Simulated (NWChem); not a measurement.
System: sulfur tetrafluoride (SF$_{4}$); SMILES FS(F)(F)F

Results from NWChem. Medium grid unless said otherwise, to which SCAN and Minnesota functionals are sensitive. Coordinates come from a PBE0/def2-SVP optimisation. Hybrids' shares of exact exchange are those that their runs print; pure functionals count as 0. The functionals differ in more than this share.

```csv
row,share of exact exchange,orbital gap (eV)
"LDA (Slater exchange, VWN5)/def2-TZVPD",0.00,5.04
PBE/def2-TZVPD,0.00,5.09
B3LYP/def2-TZVPD,0.20,7.20
PBE0/def2-TZVPD,0.25,7.70
M06-2X/def2-TZVPD,0.54,withheld
Hartree-Fock/def2-TZVPD,1.00,15.19
```

Fit a straight line of the last column on the one before it, predict the withheld value, and compare with the run.


1. Means of the 5 shown rows: x = 0.290, y = 8.044. Slope Σ(x − x̄)(y − ȳ)/Σ(x − x̄)² = 6.891/0.6820 = 10.10; intercept 5.115.
2. The shown rows scatter about the line by 0.054 (root mean square); the largest residual is -0.08, at LDA (Slater exchange, VWN5)/def2-TZVPD.
3. At x = 0.54 (M06-2X/def2-TZVPD; inside the shown range) the line gives 10.57.
4. The run gives 10.25, -0.32 from the line, 5.9 times the scatter.
